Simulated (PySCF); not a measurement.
Isomers C5H14AlN:

A. `CC[CH2][AlH][N](C)C`
B. `C[N@@H+]([AlH3-])C1CCC1`
C. `C=[CH][Al@H-]([NH3+])[CH](C)C`

Spectrum 1. 1H NMR (300 MHz, computed): δ 6.52 (m, 1H), 6.51 (m, 1H), 6.18 (m, 1H), 4.07 (br, 1H), 1.65 (br s, 3H), 1.07 (d, 3H), 1.00 (d, 3H), 0.25 (m, 1H). 13C{1H} NMR (computed): δ 155.6 (CH), 145.8 (CH2), 22.8 (CH3), 22.3 (CH3), 5.9 (CH).

Spectrum 2. 1H NMR (300 MHz, computed): δ 3.84 (br, 3H), 2.96 (m, 1H), 2.49 (m, 1H), 2.38 (s, 3H), 2.22 (m, 1H), 1.75 (m, 1H), 1.66 (m, 1H), 1.63 (m, 1H), 1.44 (m, 1H), 0.93 (br s, 1H). 13C{1H} NMR (computed): δ 55.1 (CH), 33.8 (CH3), 33.3 (CH2), 31.3 (CH2), 15.2 (CH2).

Spectrum 3. 1H NMR (300 MHz, computed): δ 4.55 (br, 1H), 2.75 (s, 6H), 1.32 (m, 2H), 1.03 (t, 3H), 0.11 (m, 2H). 13C{1H} NMR (computed): δ 42.2 (CH3), 22.7 (CH3), 20.3 (CH2), 11.6 (CH2).

Method: NMR shieldings at PBE0/pcSseg-1/GIAO, geometry from PBE0-D3(BJ)/def2-SVP, in PySCF 2.14 (averaged over atoms made equivalent by symmetry, fast rotation or ring inversion, no solvent, one computed conformer, no relativistic terms).

Shifts are taken against calculated references (same method and geometry level): 1H (σ = 31.27 ppm), 13C (σ = 184.41 ppm) against TMS. Where no couplings were computed, multiplicities follow the n + 1 count of equivalent neighbours, and m marks all less simple cases (inequivalent or close neighbours, rings, F or P nearby). Shifts are as computed. Against solution values, carbons near 30 ppm lie about +2 ppm off and those near 130 ppm about +5 ppm (rms about the fit 1.9 ppm; single classes can miss by 10 ppm). Of 1328 compounds with measured shifts, 309 miss one by over three times the rms of a fit or turn the order of signals round; such compounds aren't used in these exercises. Signals without a measured value on file couldn't be tested in this way; 1H shifts scatter by 0.2 ppm about their fit, and single ones miss by 0.5 ppm. OH and NH positions are gas-phase values without hydrogen bonding to other molecules.

Question: Which spectrum belongs to which compound?

Answer: 1–C, 2–B, 3–A.

- Spectrum 1 (C): 5 13C signals; δC 155.6 is an alkene CH; δC 145.8 is a terminal =CH2 carbon.
- Spectrum 2 (B): 5 13C signals; δC 55.1 is an sp3 CH bonded to N; δC 33.8 is a methyl carbon bonded to N.
- Spectrum 3 (A): 4 13C signals; δC 42.2 is a methyl carbon bonded to N; δC 22.7 is a methyl carbon.
